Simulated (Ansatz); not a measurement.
`F[SiH](Cl)S[SiH2]Cl`, charge 0, multiplicity 1.

Problem. Give a relaxed structure at PBE0-D4/def2-TZVP (Ansatz). (Estimate.)

Solution. Computed: 
Z-matrix (Å, degrees):
```
Si
Cl 1 2.031
S 1 2.114 2 112.7
F 1 1.589 2 107.1 3 -121.1
H 1 1.471 2 109.1 3 120.6
Si 3 2.137 1 101.3 2 -82.9
Cl 6 2.045 3 112.3 1 66.3
H 6 1.475 3 111.1 1 -54.6
H 6 1.477 3 104.1 1 -175.9
```
This is one stationary point; other conformers may exist.
